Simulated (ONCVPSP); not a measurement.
## What one change does to a pseudopotential (germanium, ONCV)

ONCVPSP 4.0.1 input, shortened (lines: element, Z, core and valence counts, functional; n l f; lmax; l rc ep ncon nbas qcut; lloc lpopt rc5 dvloc0; l nproj debl; icmod fcfact rcfact), PBE, scalar-relativistic:

```
  Ge 32.00    5    3        4      upf
    1    0    2.00
    2    0    2.00
    2    1    6.00
    3    0    2.00
    3    1    6.00
    3    2   10.00
    4    0    2.00
    4    1    2.00
    2
    0    1.60    0.00    4    9    4.40
    1    1.95    0.00    4    8    4.40
    2    0.90    0.00    4    8   14.00
    4    5    0.80    0.00
    0    2    2.60
    1    2    0.50
    2    3    1.10
    0    0.00    0.00
```

Change: s: qcut 3.4; p: qcut 3.4; d: qcut 10.8.

Cutoffs: the cutoffs (Ha) at which the residual kinetic energy of the hardest occupied pseudo-wave falls to 1 and 0.1 mHa per electron; they do not see the model core or the augmentation charge, which bear on the density cutoff. Errors are all-electron minus pseudo energies relative to the spin-unpolarised reference configuration.

Predict the effect on cutoff, ghosts and configuration errors.

The potential gets harder (104 Ha and 282 Ha → 296 Ha and 393 Ha); the bound ghosts move from s to d, s; of the 4 tests that both files solve, the error grows in 2 and shrinks in 0 by more than 15 % and 0.3 meV (median size 1.0 → 2.0 meV).

```tsv
quantity	base	changed
cutoff, loose	104 Ha	296 Ha
cutoff, tight	282 Ha	393 Ha
loose cutoff by channel	s 8.6 Ha, p 6.4 Ha, d 104 Ha	s 25 Ha, p 5.5 Ha, d 296 Ha
bound ghosts	s	s, d
GHOST(+) flags under 300 eV	p at 48.7 eV, d at 291.4 eV	p at 50.4 eV
error for 3d10 4s2 4p1, meV [ΔE 7.44 eV]	-1.1	-1.2
error for 3d10 4s2 4p0, meV [ΔE 22.88 eV]	-1.0	-2.0
error for 3d10 4s1 4p0, meV [ΔE 57.68 eV]	+30	+27
error for 3d10 4s1 4p3, meV [ΔE 7.97 eV]	+0.9	+1.9
s: phases at 1.62 bohr within 0.05 rad from the reference energy up to (Ha; the scan ends near 5)	to the end of the scan	to the end of the scan
p: phases at 1.98 bohr within 0.05 rad from the reference energy up to (Ha; the scan ends near 5)	1.7	1.8
d: phases at 0.91 bohr within 0.05 rad from the reference energy up to (Ha; the scan ends near 5)	to the end of the scan	to the end of the scan
```

 A true bound ghost makes a file unfit for plane-wave use even where its test errors are small: the radial tests pick states by their node count and pass the ghost by.
